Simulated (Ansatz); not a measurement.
System: fluoro(trimethyl)silane, C3H9FSi, net charge 0, singlet state. 
Coordinates optimised at B3LYP-D3(BJ)/def2-TZVP (Ansatz, a first-principles code):
SMILES: F[Si](C)(C)C
```xyz
14

Si     0.0031    -0.0046    -0.0283
F      0.1761    -0.2636    -1.6175
C     -1.6149    -0.7764     0.4855
C      1.4504    -0.8134     0.8253
C     -0.0038     1.8416     0.2343
H     -2.4531    -0.3293    -0.0530
H     -1.6202    -1.8499     0.2855
H     -1.7899    -0.6343     1.5548
H      1.4738    -1.8872     0.6285
H      1.3903    -0.6726     1.9074
H      2.3966    -0.3878     0.4846
H     -0.1184     2.0820     1.2943
H     -0.8268     2.3133    -0.3065
H      0.9288     2.2921    -0.1119
```
Charge 0, spin multiplicity 1.

Computed values are from Ansatz. Correlated levels leave the core frozen unless marked. UHF or UKS for open shells. Spin-orbit coupling is left out. Non-relativistic. Basis-set limits of correlation are two-point, X^-3; Hartree-Fock from the larger set. The bracket is a focal-point correction in the basis named.

The atomisation energy De is 1302.6 kcal/mol at RI-MP2/CBS(cc-pV(T+d)Z,cc-pV(Q+d)Z)+[CCSD(T)-MP2]/cc-pV(T+d)Z. The total energy comes out as -508.5571 Eh at RI-MP2/CBS(cc-pV(T+d)Z,cc-pV(Q+d)Z)+[CCSD(T)-MP2]/cc-pV(T+d)Z and the dipole moment comes out as 1.81 D at CCSD(T)/aug-cc-pV(D+d)Z. The T1 diagnostic is 0.010 at CCSD/cc-pV(T+d)Z.
